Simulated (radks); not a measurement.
These are the eigenvalues of the occupied orbitals of an atom or ion with whole-number occupations (hartree). All-electron calculation, non-relativistic Kohn-Sham, LDA (Slater exchange, Perdew-Wang correlation), spin-unpolarised, spherical densities, point nucleus. Program: a radial shooting solver on a logarithmic mesh with Libxc functionals.

1s: -89.37752
2s: -9.22911
2p: -7.28683
3s: -1.91544
3p: -1.48533

Which element is it, and in what charge state? The configuration may be excited.

Answer. Z = 16, sulfur, charge +3: S3+ in [Ne] 3s2 3p1. The list shows which subshells hold electrons but not how many an open one holds; the 1s level, -89.378 hartree, gives Z - s = 13.4 by -(Z - s)^2/2, which with screening narrows Z to a few neighbours, and the depths of the outer levels then fix element, charge and occupations together.
